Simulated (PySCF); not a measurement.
## SMILES [SiH3]P([SiH3])[SiH2]C[SiH2]C1CC1, C4H17PSi4

Molfile (atoms numbered from 1):
```
C4H17PSi4
     RDKit          3D

 26 26  0  0  0  0  0  0  0  0999 V2000
   -3.0524   -0.1946   -1.9470 Si  0  0  0  0  0  4  0  0  0  0  0  0
   -2.8957    1.2752   -0.2884 P   0  0  0  0  0  0  0  0  0  0  0  0
   -4.7184    0.8314    0.8966 Si  0  0  0  0  0  4  0  0  0  0  0  0
   -1.3081    0.3538    0.9805 Si  0  0  0  0  0  4  0  0  0  0  0  0
    0.3349    0.5002    0.0552 C   0  0  0  0  0  0  0  0  0  0  0  0
    1.8112   -0.2257    0.9974 Si  0  0  0  0  0  4  0  0  0  0  0  0
    3.3824    0.0850    0.0049 C   0  0  0  0  0  0  0  0  0  0  0  0
    4.5947   -0.7772    0.2179 C   0  0  0  0  0  0  0  0  0  0  0  0
    3.8201   -0.8939   -1.0507 C   0  0  0  0  0  0  0  0  0  0  0  0
   -1.8884    0.0032   -2.8104 H   0  0  0  0  0  0  0  0  0  0  0  0
   -4.2857    0.0941   -2.6757 H   0  0  0  0  0  0  0  0  0  0  0  0
   -3.0757   -1.5868   -1.4855 H   0  0  0  0  0  0  0  0  0  0  0  0
   -5.8613    1.1943    0.0614 H   0  0  0  0  0  0  0  0  0  0  0  0
   -4.6588    1.6630    2.0957 H   0  0  0  0  0  0  0  0  0  0  0  0
   -4.8263   -0.5781    1.2828 H   0  0  0  0  0  0  0  0  0  0  0  0
   -1.6041   -1.0523    1.2913 H   0  0  0  0  0  0  0  0  0  0  0  0
   -1.2946    1.1051    2.2379 H   0  0  0  0  0  0  0  0  0  0  0  0
    0.2458    0.0090   -0.9144 H   0  0  0  0  0  0  0  0  0  0  0  0
    0.5196    1.5531   -0.1585 H   0  0  0  0  0  0  0  0  0  0  0  0
    1.9374    0.4026    2.3177 H   0  0  0  0  0  0  0  0  0  0  0  0
    1.6243   -1.6713    1.1703 H   0  0  0  0  0  0  0  0  0  0  0  0
    3.5997    1.1233   -0.2215 H   0  0  0  0  0  0  0  0  0  0  0  0
    5.5692   -0.3125    0.1858 H   0  0  0  0  0  0  0  0  0  0  0  0
    4.5257   -1.5827    0.9328 H   0  0  0  0  0  0  0  0  0  0  0  0
    4.2580   -0.5078   -1.9598 H   0  0  0  0  0  0  0  0  0  0  0  0
    3.2254   -1.7823   -1.2030 H   0  0  0  0  0  0  0  0  0  0  0  0
  1  2  1  0
  2  3  1  0
  2  4  1  0
  4  5  1  0
  5  6  1  0
  6  7  1  0
  7  8  1  0
  8  9  1  0
  9  7  1  0
  1 10  1  0
  1 11  1  0
  1 12  1  0
  3 13  1  0
  3 14  1  0
  3 15  1  0
  4 16  1  0
  4 17  1  0
  5 18  1  0
  5 19  1  0
  6 20  1  0
  6 21  1  0
  7 22  1  0
  8 23  1  0
  8 24  1  0
  9 25  1  0
  9 26  1  0
M  END
```

Level of theory: GIAO KT3/pcSseg-1 magnetisability, rotational g tensor and spin-rotation constants, non-relativistic, gas phase in PySCF. Geometry: GFN2-xTB.

(1) Give the nuclear spin-rotation constants along the inertial axes (H = +C I·J) beside the isotropic shieldings.

Results:

(1) Rotational constants 1.6685, 0.2457, 0.2236 GHz. A star marks the isotopologue with that one atom substituted, in its own axes.
```tsv
atom	isotope	Caa (kHz)	Cbb (kHz)	Ccc (kHz)	mean (kHz)	σ (ppm)
P2	31P	1.057	0.175	0.186	0.473	669.2
H10	1H	-0.022	-0.013	-0.017	-0.017	27.7
H11	1H	0.025	-0.016	-0.021	-0.004	27.8
H12	1H	-0.149	-0.022	0.008	-0.054	27.8
H13	1H	0.001	-0.013	-0.020	-0.011	27.8
H14	1H	-0.149	0.006	-0.018	-0.053	27.8
H15	1H	-0.149	-0.023	0.008	-0.054	27.9
H16	1H	-0.144	-0.023	0.010	-0.052	27.5
H17	1H	-0.142	0.008	-0.019	-0.051	27.5
H18	1H	-0.174	0.002	-0.027	-0.066	31.3
H19	1H	-0.177	-0.031	0.002	-0.069	31.6
H20	1H	-0.146	0.010	-0.019	-0.052	27.4
H21	1H	-0.154	-0.024	0.008	-0.056	28.5
H22	1H	-0.178	-0.029	0.000	-0.069	32.0
H23	1H	-0.030	-0.026	-0.018	-0.025	31.1
H24	1H	-0.168	-0.021	-0.006	-0.065	31.6
H25	1H	-0.164	-0.008	-0.017	-0.063	31.1
H26	1H	-0.149	-0.021	-0.008	-0.060	31.6
Si1	29Si*	-0.946	-0.120	-0.116	-0.394	440.3
Si4	29Si*	-0.880	-0.148	-0.130	-0.386	405.0
C5	13C*	0.202	0.029	0.022	0.084	189.5
Si6	29Si*	-0.897	-0.150	-0.135	-0.394	393.0
C7	13C*	0.225	0.032	0.018	0.092	186.5
C8	13C*	0.247	0.034	0.019	0.100	180.6
```
For the geometry as given, no vibrational averaging.
